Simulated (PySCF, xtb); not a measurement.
WOF₃, SMILES [O]=[W+]([F])([F])[F], charge +1, multiplicity 1.

GFN2-xTB (xtb) at its own geometry gives an orbital gap of 4.67 eV.

The structure is a stationary point at B3LYP-D3(BJ)/def2-SVP. The multiplicity is an assumed one; other spin states were not compared. The isomer is the one that the SMILES or the coordinates give; other isomers of the formula were not compared. The def2 effective core potentials stand for the cores of W; spin–orbit coupling is left out.

Q: What does CAM-B3LYP/def2-TZVP (PySCF) give? (An estimate is asked for; the answer gives what the named calculation found.)

A: gap 10.72 eV (levels -19.77 and -9.05 eV).
